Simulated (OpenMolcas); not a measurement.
**Computed transition rates of neutral silicon**

```
Program             : OpenMolcas
Method              : CASSCF
Basis               : ANO-RCC-VTZP [5s4p2d1f]
Scalar Hamiltonian  : DKH2, point nucleus
Active space        : 4 electrons in 4 orbitals (3s 3p)
State averaging     : 2S+1 = 3 even, 3 roots; 2S+1 = 1 even, 6 roots; 2S+1 = 5 odd, 1 root; 2S+1 = 3 odd, 5 roots (0 in the spin-orbit step)
Spin-orbit coupling : RASSI with atomic mean-field integrals over the reference wave functions, term energies averaged over their components
```

Rates come from the transition moments of the reference wave functions (E1 and E2 in the length form). At fixed line strength A goes as λ^-3 for E1 and M1 and as λ^-5 for E2, so a rate at the computed wavelength can be rescaled to the measured one. Measured vacuum wavelengths follow from level energies in NIST Handbook of Basic Atomic Spectroscopic Data. Branching counts decays inside the model space alone, at computed energies, and the table is only a selection of the E2 and M1 lines, drawn from those between levels with measured partners whose computed energy lies within a factor of 1.5 of the measured one.

```json
{"Upper": "3s² 3p² ³P₂", "Lower": "3s² 3p² ³P₁", "Type": "M1", "λ computed (nm)": "78070", "λ measured (nm)": "68470", "A computed (s-1)": "2.85e-05", "A rescaled (s-1)": "4.22e-05", "Branching %": "100.0"}
{"Upper": "3s² 3p² ¹S₀", "Lower": "3s² 3p² ¹D₂", "Type": "E2", "λ computed (nm)": "1488", "λ measured (nm)": "1099", "A computed (s-1)": "2.08e-01", "A rescaled (s-1)": "9.46e-01", "Branching %": "87.7"}
{"Upper": "3s² 3p² ¹D₂", "Lower": "3s² 3p² ³P₂", "Type": "M1", "λ computed (nm)": "1156", "λ measured (nm)": "1646", "A computed (s-1)": "2.89e-03", "A rescaled (s-1)": "", "Branching %": "72.8"}
{"Upper": "3s² 3p² ¹D₂", "Lower": "3s² 3p² ³P₂", "Type": "E2", "λ computed (nm)": "1156", "λ measured (nm)": "1646", "A computed (s-1)": "5.80e-05", "A rescaled (s-1)": "", "Branching %": "1.5"}
{"Upper": "3s² 3p² ¹D₂", "Lower": "3s² 3p² ³P₁", "Type": "M1", "λ computed (nm)": "1139", "λ measured (nm)": "1607", "A computed (s-1)": "1.01e-03", "A rescaled (s-1)": "", "Branching %": "25.4"}
{"Upper": "3s² 3p² ¹S₀", "Lower": "3s² 3p² ³P₁", "Type": "M1", "λ computed (nm)": "645.1", "λ measured (nm)": "652.9", "A computed (s-1)": "2.89e-02", "A rescaled (s-1)": "", "Branching %": "12.2"}
```

Spin-changing lines and M1 lines between different terms are not rescaled, since their strength hangs on the term gaps too.

The largest correction is for 3s² 3p² ¹S₀ → 3s² 3p² ¹D₂ (E2): 2.08e-01 × (1488 / 1099)^5 = 9.46e-01 s-1, a factor of 4.55.

No measured rate stands beside these. Rescaling mends the energy factor alone: line strengths can still be far off where a level mixes with configurations outside the active space, and weak or spin-changing lines hang on small mixing coefficients that depend on the term gaps too, so rescaling need not improve them.

Without dynamic correlation excited terms often stand tens of per cent too high (terms of higher spin than the ground term too low), and those without a measured partner can miss by more than the paired ones. Measured partners are found by configuration, term and J. A level has none where our copy of the source lacks it or the pairing is in doubt (some pairs that miss far off the trend of their configuration count as doubtful). Levels of configurations outside the active space are missing.
